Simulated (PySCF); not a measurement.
F₃Se, multiplicity 2. Atoms are numbered in the order given.

```xyz
4

Se     0.0424     0.2855     0.0000
F     -0.0849     0.1861     1.8053
F     -0.0849     0.1861    -1.8053
F      0.0097    -1.4510     0.0000
```
Charge 0, spin multiplicity 2.

Geometry: B3LYP-D3(BJ)/def2-SVP. The multiplicity is an assumed one; other spin states were not compared. The isomer is the one that the SMILES or the coordinates give; other isomers of the formula were not compared.

Calculation: PySCF with TDA-PBE/def2-SVPD.

Vertical excitations. 

| state | energy (eV) | λ (nm) | f | main pairs |
|---|---|---|---|---|
| root 1 | 2.97 | 417 | 0.004 | β HOMO→LUMO 95 % |
| root 2 | 3.59 | 345 | 0.000 | β HOMO−1→LUMO 100 % |
| root 3 | 3.62 | 342 | 0.002 | α HOMO→LUMO 94 % |
| root 4 | 4.17 | 297 | 0.001 | β HOMO−3→LUMO 78 %, β HOMO−4→LUMO 22 % |
| root 5 | 4.47 | 277 | 0.034 | β HOMO−2→LUMO 91 % |
| root 6 | 4.60 | 269 | 0.003 | β HOMO−4→LUMO 72 %, β HOMO−3→LUMO 20 % |
| root 7 | 5.22 | 238 | 0.001 | β HOMO−5→LUMO 99 % |
| root 8 | 5.27 | 235 | 0.000 | α HOMO−1→LUMO 53 %, β HOMO→LUMO+1 46 % |
| root 9 | 5.92 | 209 | 0.000 | α HOMO→LUMO+1 97 % |
| root 10 | 5.97 | 208 | 0.011 | α HOMO−1→LUMO 36 %, β HOMO→LUMO+1 38 %, β HOMO−6→LUMO 23 % |
Unrestricted roots are not spin-pure.
